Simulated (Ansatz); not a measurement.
A short molecular-dynamics run on Hf₂O₉H₁₀, a hydroxylated oxide cluster.

```yaml
crystal:
  periodic: [false, false, false]
  atoms:
    - {symbol: Hf, position_ang: [0.875534, 0.480414, -1.139681]}
    - {symbol: Hf, position_ang: [-0.765345, -0.484268, 1.488682]}
    - {symbol: O, position_ang: [-0.206468, -0.794035, -2.771536]}
    - {symbol: O, position_ang: [2.761720, 0.151390, -1.479622]}
    - {symbol: O, position_ang: [0.393392, 1.997480, -2.300338]}
    - {symbol: O, position_ang: [0.741002, -0.485510, 2.821362]}
    - {symbol: O, position_ang: [0.593252, -1.364842, -0.053503]}
    - {symbol: O, position_ang: [-1.964804, 0.975241, 2.105610]}
    - {symbol: O, position_ang: [-1.291021, 0.121581, -0.597305]}
    - {symbol: O, position_ang: [-1.801000, -2.070291, 1.927195]}
    - {symbol: O, position_ang: [0.744950, 1.257944, 0.755501]}
    - {symbol: H, position_ang: [-1.011024, -0.758953, -2.173753]}
    - {symbol: H, position_ang: [-0.416452, -0.171717, -3.496416]}
    - {symbol: H, position_ang: [3.680855, -0.020496, -1.714976]}
    - {symbol: H, position_ang: [0.161085, 2.837409, -2.713295]}
    - {symbol: H, position_ang: [0.760223, -0.938346, 3.679881]}
    - {symbol: H, position_ang: [1.350134, -1.900950, 0.239111]}
    - {symbol: H, position_ang: [-1.736723, 1.889197, 2.337944]}
    - {symbol: H, position_ang: [-1.888976, 0.891344, -0.551358]}
    - {symbol: H, position_ang: [-2.399695, -2.782263, 2.177657]}
    - {symbol: H, position_ang: [1.419339, 1.169683, 1.458831]}
basis:
  gaussian: {orbitals: def2-SVP}
hamiltonian: {xc: {name: revPBE}}
md: {timestep: 2 fs, n_steps: 25, ensemble: nve, temperature: 1500, initial_velocities: maxwell_boltzmann, seed: 899}
scf: {omitted_lower_state_checks: [starts]}
```

```sh
$ ansatz run in.yaml --threads 2 --pin off --events-out ev --progress --plain --max-ram 32768MiB --backend cuda --devices 0, --max-vram 18GiB
```

```csv
step,time (fs),potential energy (eV),kinetic (eV),T (K),conserved (eV)
0,0.0,-21197.7320,3.6839,1500,-21194.0481
1,2.0,-21196.1629,2.9098,1185,-21193.2531
2,4.0,-21196.3927,3.0629,1247,-21193.3297
3,6.0,-21195.6017,2.4043,979,-21193.1974
4,8.0,-21196.2861,2.9045,1183,-21193.3816
5,10.0,-21194.4491,2.6453,1077,-21191.8037
6,12.0,-21194.1278,3.6076,1469,-21190.5201
7,14.0,-21192.0786,1.7980,732,-21190.2806
8,16.0,-21193.0932,2.4420,994,-21190.6513
9,18.0,-21192.4799,3.1067,1265,-21189.3732
10,20.0,-21194.9088,4.6587,1897,-21190.2501
11,22.0,-21191.2236,5.3482,2178,-21185.8754
12,24.0,-21190.3923,15.5467,6330,-21174.8455
13,26.0,-21186.6968,12.3392,5024,-21174.3576
14,28.0,-21187.9177,13.4557,5479,-21174.4619
15,30.0,-21186.1509,12.3350,5023,-21173.8159
16,32.0,-21186.2473,12.8688,5240,-21173.3785
17,34.0,-21186.7359,13.3193,5423,-21173.4166
18,36.0,-21184.1700,15.2150,6195,-21168.9549
19,38.0,-21181.4043,29.2136,11895,-21152.1907
20,40.0,-21180.7286,31.1666,12690,-21149.5620
21,42.0,-21178.2954,28.7607,11711,-21149.5347
22,44.0,-21178.9446,29.1855,11884,-21149.7590
23,46.0,-21180.7199,30.4182,12386,-21150.3017
24,48.0,-21173.3590,38.0665,15500,-21135.2925
25,50.0,-21173.2884,83.1681,33864,-21090.1203
```

Velocities are drawn at the set temperature; a run this short doesn't reach equilibrium. The conserved energy moves by 103.93 eV, a sign that the time step is too long.

In the def2 sets Hf takes a core potential; there is no spin–orbit coupling.

Frames (Å, forces in eV/Å):

```xyz
21
time=0.0 fs
Hf    0.876    0.480   -1.140    0.073    0.053   -0.038
Hf   -0.765   -0.484    1.489   -0.026   -0.035    0.065
O    -0.206   -0.794   -2.772   -0.081   -0.096   -0.131
O     2.762    0.151   -1.480    0.210   -0.020   -0.046
O     0.393    1.997   -2.300   -0.019    0.180   -0.120
O     0.741   -0.486    2.821    0.139   -0.028    0.176
O     0.593   -1.365   -0.054    0.080   -0.209   -0.009
O    -1.965    0.975    2.106   -0.161    0.144    0.103
O    -1.291    0.122   -0.597   -0.190    0.053   -0.050
O    -1.801   -2.070    1.927   -0.128   -0.184    0.053
O     0.745    1.258    0.756    0.084    0.156    0.124
H    -1.011   -0.759   -2.174    0.025   -0.020   -0.092
H    -0.416   -0.172   -3.496   -0.019   -0.025    0.001
H     3.681   -0.020   -1.715    0.013   -0.003   -0.003
H     0.161    2.837   -2.713   -0.003    0.012   -0.003
H     0.760   -0.938    3.680   -0.004   -0.009    0.015
H     1.350   -1.901    0.239    0.003   -0.003   -0.002
H    -1.737    1.889    2.338    0.001    0.014    0.006
H    -1.889    0.891   -0.551   -0.001   -0.006   -0.018
H    -2.400   -2.782    2.178    0.002    0.000    0.001
H     1.419    1.170    1.459    0.005    0.027   -0.033
21
time=4.0 fs
Hf    0.871    0.481   -1.119    0.191    1.319   -2.259
Hf   -0.759   -0.482    1.481   -0.664   -0.399   -0.485
O    -0.238   -0.798   -2.801    1.153   -0.428    0.071
O     2.756    0.099   -1.492    1.516   -0.229    0.332
O     0.371    2.030   -2.345   -0.616    1.631    0.113
O     0.711   -0.479    2.786    1.356   -0.485    2.936
O     0.594   -1.317   -0.063    0.468   -1.138    0.515
O    -1.931    0.973    2.099    0.130    4.338    0.925
O    -1.270    0.075   -0.603   -1.821    1.436    0.871
O    -1.799   -2.073    1.894   -0.908   -0.986    0.394
O     0.766    1.248    0.729    2.324   -0.102    3.732
H    -0.865   -0.941   -2.017   -0.744    0.657   -1.542
H    -0.485   -0.290   -3.621   -0.562   -0.393    1.445
H     3.723   -0.122   -1.400   -1.451    0.299   -0.238
H    -0.021    2.955   -2.530    0.901   -2.189    0.467
H     0.832   -0.731    3.769   -0.305    0.512   -2.164
H     1.386   -1.749    0.316   -0.145   -0.060   -0.222
H    -1.750    2.026    2.302   -0.611   -3.919   -0.775
H    -1.959    0.806   -0.394    1.304   -1.286   -0.784
H    -2.445   -2.764    2.173    0.736    0.782   -0.318
H     1.419    1.046    1.605   -2.251    0.642   -3.014
21
time=10.0 fs
Hf    0.864    0.484   -1.091    0.182    2.534   -4.129
Hf   -0.751   -0.480    1.468   -1.901   -0.828   -1.012
O    -0.258   -0.819   -2.831    0.912    1.025   -3.785
O     2.761    0.018   -1.506    0.929   -0.169    1.123
O     0.333    2.086   -2.401    2.839   -4.873    0.496
O     0.689   -0.470    2.765    0.539   -0.092   -4.012
O     0.604   -1.267   -0.067    0.681   -1.997    1.147
O    -1.886    1.004    2.096   -1.795  -16.462   -1.890
O    -1.253    0.014   -0.603   -2.865    1.655    1.392
O    -1.797   -2.079    1.844   -2.240   -2.021    1.067
O     0.811    1.244    0.713    1.553   -0.335    4.287
H    -0.880   -1.043   -2.169   -2.203   -0.617    1.559
H    -0.809   -0.464   -3.642    1.485   -0.650    2.265
H     3.561   -0.236   -0.958   -1.109    0.333   -0.966
H    -0.148    2.832   -2.244   -2.376    3.665    0.715
H     0.883   -0.412    3.630    1.264    0.257    5.324
H     1.423   -1.560    0.376    0.064   -0.396   -0.244
H    -1.809    1.790    2.184    1.478   16.844    1.935
H    -2.025    0.630   -0.277    1.674   -1.022   -1.340
H    -2.528   -2.739    2.175    2.147    1.948   -0.970
H     1.253    0.873    1.679   -1.258    1.202   -2.960
21
time=14.0 fs
Hf    0.860    0.489   -1.078    0.222    2.628   -4.376
Hf   -0.748   -0.479    1.458   -1.997   -1.137   -1.230
O    -0.264   -0.834   -2.863   -1.198   -1.997    2.946
O     2.769   -0.035   -1.506   -0.880    0.401    0.046
O     0.320    2.101   -2.427   -1.757    1.322    2.694
O     0.691   -0.462    2.751    3.445    1.429    5.203
O     0.618   -1.256   -0.057    0.703   -2.180    1.235
O    -1.866    0.976    2.089   -0.555    5.980    0.768
O    -1.259   -0.021   -0.593    0.407   -0.837   -0.081
O    -1.804   -2.091    1.815    3.555    3.013   -1.555
O     0.839    1.249    0.714    1.403   -0.623    4.359
H    -1.077   -1.121   -2.257    2.471    0.243    0.068
H    -0.920   -0.584   -3.476   -0.758    1.688   -2.940
H     3.356   -0.283   -0.783    0.537   -0.169    0.155
H    -0.322    2.873   -2.019    2.197   -2.597   -1.420
H     0.973   -0.195    3.764   -1.097   -1.085   -3.677
H     1.458   -1.504    0.372    0.068   -0.471   -0.151
H    -1.777    2.481    2.195   -0.198   -5.471   -0.479
H    -1.992    0.518   -0.360   -1.722    1.595   -0.115
H    -2.458   -2.616    2.120   -3.615   -2.949    1.679
H     1.223    0.788    1.765   -1.232    1.217   -3.130
21
time=20.0 fs
Hf    0.853    0.500   -1.064    0.565    2.184   -3.938
Hf   -0.745   -0.480    1.443   -2.523   -0.667    0.016
O    -0.303   -0.875   -2.894    0.237    0.829   -1.828
O     2.769   -0.109   -1.497   -0.665    0.148    1.535
O     0.292    2.120   -2.433   -1.101   -0.415    3.028
O     0.734   -0.445    2.772    2.764    2.731    4.184
O     0.652   -1.276   -0.022    0.568   -1.583    0.834
O    -1.844    1.045    2.091   -0.357   -7.872   -0.048
O    -1.279   -0.072   -0.575   -2.638    2.034   -0.160
O    -1.807   -2.098    1.769    1.162    0.953   -0.368
O     0.893    1.270    0.743    0.425   -1.175    3.029
H    -0.914   -1.244   -2.259   -0.933   -0.499    0.874
H    -0.917   -0.482   -3.596    1.151   -0.338    1.110
H     3.112   -0.363   -0.588    0.115    0.271   -1.238
H    -0.359    2.643   -1.813    1.435   -0.836   -1.602
H     1.032    0.102    3.682   -1.254   -2.254   -3.392
H     1.521   -1.555    0.330   -0.233   -0.352   -0.096
H    -1.791    1.909    2.086    0.401    7.706    0.004
H    -2.110    0.558   -0.594    2.125   -1.447   -0.113
H    -2.528   -2.590    2.118   -1.089   -0.764    0.527
H     1.110    0.689    1.778   -0.155    1.344   -2.358
21
time=24.0 fs
Hf    0.850    0.510   -1.059    0.789    2.339   -2.234
Hf   -0.746   -0.482    1.432   -2.323    0.485   -1.690
O    -0.333   -0.903   -2.923    1.622   -1.258    1.909
O     2.759   -0.155   -1.480   -1.377    0.727   -0.680
O     0.277    2.113   -2.414   -0.783   -0.830    2.457
O     0.783   -0.421    2.797    3.727    3.593    3.043
O     0.681   -1.309    0.012   -0.120   -1.232    0.626
O    -1.837    1.009    2.100   -0.021    3.538   -0.024
O    -1.312   -0.091   -0.564    2.211   -1.622    0.581
O    -1.803   -2.100    1.738   -2.825   -1.763    1.822
O     0.922    1.299    0.745   -0.382   -1.427    0.273
H    -0.837   -1.363   -2.163   -0.210    1.330   -1.999
H    -0.742   -0.378   -3.620   -1.070    0.030    0.285
H     3.004   -0.396   -0.589    0.985   -0.295    0.967
H    -0.365    2.558   -1.760    1.000   -0.211   -1.269
H     1.035    0.184    3.608   -1.128   -2.094   -0.978
H     1.540   -1.664    0.291    0.028   -0.290    0.026
H    -1.712    2.821    1.912   -0.076   -3.910    0.305
H    -2.000    0.478   -0.792   -2.299    1.915   -0.651
H    -2.643   -2.604    2.154    2.815    1.723   -1.431
H     1.205    0.425    2.195   -0.561   -0.748   -1.339
21
time=30.0 fs
Hf    0.845    0.528   -1.055    0.414    0.226   -0.850
Hf   -0.752   -0.483    1.415   -0.767   -0.524    0.076
O    -0.339   -0.949   -2.957    1.441   -2.890    3.265
O     2.725   -0.215   -1.450   -0.794    0.722   -0.077
O     0.263    2.074   -2.366   -2.559    1.027    3.342
O     0.891   -0.386    2.854    2.280    3.732    3.477
O     0.728   -1.378    0.070    0.401   -0.192   -0.216
O    -1.831    0.874    2.121   -0.580    0.929    0.598
O    -1.352   -0.120   -0.555    1.198   -0.004   -0.694
O    -1.818   -2.114    1.708    8.395    4.177   -3.680
O     0.959    1.317    0.751   -0.398   -1.314   -0.553
H    -0.978   -1.355   -2.263    0.773    1.229   -1.564
H    -0.729   -0.307   -3.494   -1.838    1.938   -1.515
H     3.040   -0.462   -0.567    0.530   -0.130    0.147
H    -0.450    2.611   -1.683    2.665   -1.611   -2.674
H     0.894    0.333    4.035   -0.097   -2.743   -4.945
H     1.539   -1.891    0.225   -0.153   -0.118   -0.037
H    -1.490    5.379    1.569   -0.007   -0.047    0.010
H    -1.959    0.452   -1.027   -0.689    0.504    0.144
H    -2.510   -2.451    2.046   -8.583   -4.303    4.142
H     1.481    0.243    2.141   -1.632   -0.606    1.605
21
time=34.0 fs
Hf    0.843    0.540   -1.054    0.473   -0.776   -0.127
Hf   -0.757   -0.485    1.403    0.888   -0.965    0.137
O    -0.327   -0.986   -2.971   -1.957    2.511   -0.917
O     2.694   -0.248   -1.427    0.009    0.425    0.553
O     0.241    2.046   -2.310    4.426   -5.028   -3.125
O     0.979   -0.347    2.925    0.776    1.943    0.627
O     0.763   -1.428    0.108    0.415    0.192   -0.215
O    -1.833    0.794    2.142   -1.229    1.660    1.179
O    -1.371   -0.136   -0.557   -0.439    1.848   -2.519
O    -1.803   -2.112    1.681   -5.266   -2.790    2.775
O     0.978    1.313    0.748   -0.464   -1.366   -0.597
H    -1.109   -1.245   -2.435    0.422   -0.768    0.654
H    -0.878   -0.209   -3.410    1.974   -1.506    0.372
H     3.153   -0.511   -0.590   -0.186    0.192   -0.748
H    -0.298    2.567   -1.863   -4.468    4.875    3.438
H     0.807    0.162    3.874    0.925   -1.167   -3.634
H     1.501   -2.063    0.172   -0.288    0.074   -0.076
H    -1.344    7.047    1.345    0.000   -0.003    0.001
H    -1.976    0.464   -1.135    1.103   -1.197    1.916
H    -2.857   -2.568    2.181    4.922    2.191   -2.312
H     1.575    0.214    2.114   -2.033   -0.345    2.616
21
time=40.0 fs
Hf    0.840    0.557   -1.051    0.600   -2.334    0.629
Hf   -0.763   -0.488    1.385    2.075   -1.612    0.768
O    -0.332   -1.015   -2.997   -2.076   -0.217    1.262
O     2.645   -0.288   -1.389   -0.827    0.924   -1.339
O     0.223    1.983   -2.235   -1.629    2.800    0.041
O     1.156   -0.380    2.914    0.114    3.039   -2.364
O     0.824   -1.498    0.162   -0.057    0.652   -0.106
O    -1.857    0.704    2.194   -1.401    1.742    1.323
O    -1.389   -0.143   -0.590    4.906   -3.068    2.042
O    -1.817   -2.135    1.665   -4.950   -1.896    2.321
O     0.997    1.284    0.733   -0.317   -0.876    0.346
H    -1.202   -1.318   -2.509    2.223    0.318   -0.701
H    -0.710   -0.188   -3.356    0.269    0.241   -0.537
H     3.295   -0.552   -0.749    0.776   -0.343    0.828
H    -0.313    2.825   -1.955    1.407   -1.940   -0.801
H    -0.038    0.979    5.346    0.293   -0.288   -0.546
H     1.371   -2.299    0.070   -0.111    0.078   -0.017
H    -1.124    9.548    1.008    0.000    0.000    0.000
H    -1.955    0.402   -0.998   -4.004    3.743   -2.279
H    -2.861   -2.471    2.132    4.832    1.583   -2.093
H     1.638    0.671    2.135   -2.124   -2.546    1.224
21
time=44.0 fs
Hf    0.839    0.566   -1.049    0.997   -4.680   -0.393
Hf   -0.765   -0.493    1.374    1.417   -2.054    2.290
O    -0.349   -1.029   -3.008    3.781    2.756   -2.211
O     2.611   -0.306   -1.371    0.910    0.829    0.029
O     0.198    1.956   -2.185   -0.989    3.029   -1.105
O     1.262   -0.453    2.880   -1.580    0.199   -1.198
O     0.865   -1.539    0.197   -0.460    0.625   -0.136
O    -1.889    0.664    2.245   -0.661    1.206    0.737
O    -1.376   -0.152   -0.612   -1.795    3.383   -1.690
O    -1.819   -2.149    1.652   -5.078   -1.773    2.225
O     1.007    1.255    0.727    2.974    1.613    4.284
H    -1.043   -1.424   -2.543   -2.717   -0.405    1.357
H    -0.521   -0.126   -3.439   -0.674   -1.878    0.852
H     3.407   -0.589   -0.836   -1.231    0.331   -0.747
H    -0.168    2.892   -2.149    0.637   -1.473   -0.232
H    -0.815    1.910    6.987    0.005   -0.014   -0.026
H     1.245   -2.423   -0.005   -0.231    0.548    0.036
H    -0.977   11.215    0.784    0.000    0.000   -0.001
H    -2.162    0.560   -0.949    3.007   -2.634    1.551
H    -2.981   -2.469    2.168    5.280    1.623   -2.227
H     1.802    1.430    1.596   -3.591   -1.230   -3.396
21
time=50.0 fs
Hf    0.839    0.572   -1.047    0.315   -5.274   -1.087
Hf   -0.767   -0.502    1.361    0.818   -1.857    2.599
O    -0.334   -1.045   -3.029    1.793    1.774   -1.082
O     2.563   -0.314   -1.351    0.993    0.867   -0.584
O     0.155    1.958   -2.136    0.533   -3.733    0.757
O     1.393   -0.557    2.807   -1.628   -0.071   -0.960
O     0.917   -1.586    0.248   -1.017    0.708   -0.064
O    -1.945    0.623    2.331   -0.038    0.168   -0.078
O    -1.354   -0.137   -0.663   -1.904    2.884    0.542
O    -1.749   -2.170    1.597   -0.299    0.405    0.345
O     1.044    1.229    0.760    1.918    5.391   -0.473
H    -1.079   -1.423   -2.537   -0.752    0.785   -0.082
H    -0.492   -0.160   -3.530   -0.676   -2.155    1.233
H     3.448   -0.626   -1.048   -0.882    0.224   -0.223
H     0.063    2.790   -2.408   -0.753    5.770   -2.150
H    -1.976    3.302    9.439    0.000    0.000    0.000
H     1.007   -2.495   -0.121    0.001    0.536    0.082
H    -0.758   13.716    0.448    0.000    0.000    0.000
H    -2.198    0.557   -0.613    2.951   -2.212   -0.303
H    -4.249   -2.458    2.787    0.660    0.072   -0.307
H     1.516    2.356    0.415   -2.033   -4.281    1.839
```

Run time 97 s (2 threads of AMD EPYC 7R13 on a shared host and a share (18 GiB) of an NVIDIA H100 80GB HBM3), peak host memory 0.98 GiB.
